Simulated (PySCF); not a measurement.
**How methods differ on the ionisation energy of Mn+**

Mn+ [Ar] 3d5 4s1 (7S) → Mn(2+) [Ar] 3d5 (6S), as a difference of total energies. Calculation: PySCF 2.14, in def2-QZVPPD; no relativity, point nucleus. Correlated levels: valence: [Ar] frozen. The calculations carry no spin-orbit coupling.

```
           method  ionisation energy (eV)
              UHF                  14.688
    MP2 (valence)                  15.132
SCS-MP2 (valence)                  14.836
   CCSD (valence)                  15.162
CCSD(T) (valence)                  15.180
```

How much does correlation contribute at CCSD(T) (valence)?

15.180 − (14.688) = 0.492 eV, measured against UHF.

These non-relativistic numbers lack the scalar-relativistic shift.

Errors of the correlated levels include the incompleteness of this basis and the frozen core.

For comparison: 15.640 eV (measured; NIST Atomic Spectra Database, ionization energies).
